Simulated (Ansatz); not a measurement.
Species: C₂H₁₀N₂Si, net charge 0, singlet state. SMILES: C[Si](C)(N)N
Coordinates optimised at B3LYP-D3(BJ)/def2-TZVP (Ansatz, a quantum-chemistry and plane-wave program):
```
Si
N 1 1.7232
H 2 1.0068 1 121.33
H 2 1.0076 3 111.68 1 -153.03
N 1 1.7232 2 105.70 3 155.70
H 5 1.0068 1 121.33 2 155.70
H 5 1.0076 6 111.68 1 -153.03
C 1 1.8761 2 105.35 3 32.35
H 8 1.0921 1 111.16 2 59.74
H 8 1.0924 9 107.87 1 -121.53
H 8 1.0937 9 107.89 10 -115.76
C 1 1.8761 2 116.01 3 -88.00
H 12 1.0921 1 111.16 2 -56.77
H 12 1.0924 13 107.87 1 -121.53
H 12 1.0937 13 107.89 14 -115.76
```
Charge 0, spin multiplicity 1.

Wanted: atomisation energy, in kcal/mol. Conventions: open shells spin-unrestricted; valence correlation only; spin-orbit terms left out; six Cartesian d functions in 6-31G* and its kin unless marked 5d; atomisation electronic, to ground-state atoms; no dispersion term unless named; non-relativistic. Basis-set limits of correlation are two-point, X^-3; Hartree-Fock from the larger set. Ab initio and DFT rows: single points at B3LYP-D3(BJ) geometries (Ansatz).

| species | coefficient | E at MP2/6-31G* (Ansatz), Eh | E at wB97X-V/def2-TZVPD (Ansatz), Eh |
|---|---|---|---|
| C[Si](C)(N)N | -1 | -480.12109 | -481.30956 |
| C atom | +2 | -37.73297 | -37.84665 |
| H atom | +10 | -0.49823 | -0.50049 |
| N atom | +2 | -54.45701 | -54.58636 |
| Si atom | +1 | -288.87203 | -289.31750 |

Coupled cluster (Ansatz) is a level with limits of its own, used here on species with T1 under 0.025 (0.045 for open shells) and stable references: CCSD(T)/CBS(cc-pV(T+d)Z,cc-pV(Q+d)Z). Value to compare with, CCSD(T)/CBS(cc-pV(T+d)Z,cc-pV(Q+d)Z) (Ansatz): 1328.4 kcal/mol. 1 Eh = 627.5095 kcal/mol.

Problem. Work the quantity out at each level, and compare with CCSD(T)/CBS(cc-pV(T+d)Z,cc-pV(Q+d)Z) (Ansatz).

Solution. 
- MP2/6-31G*: the sum of coefficient times E is 1.88680 Eh, or 1183.98 kcal/mol. Result: 1184.0 kcal/mol. Its difference against CCSD(T)/CBS(cc-pV(T+d)Z,cc-pV(Q+d)Z) (Ansatz) is -144.4 kcal/mol.
- wB97X-V/def2-TZVPD: the sum of coefficient times E is 2.12114 Eh, or 1331.04 kcal/mol. Result: 1331.0 kcal/mol. Its difference against CCSD(T)/CBS(cc-pV(T+d)Z,cc-pV(Q+d)Z) (Ansatz) is 2.6 kcal/mol.
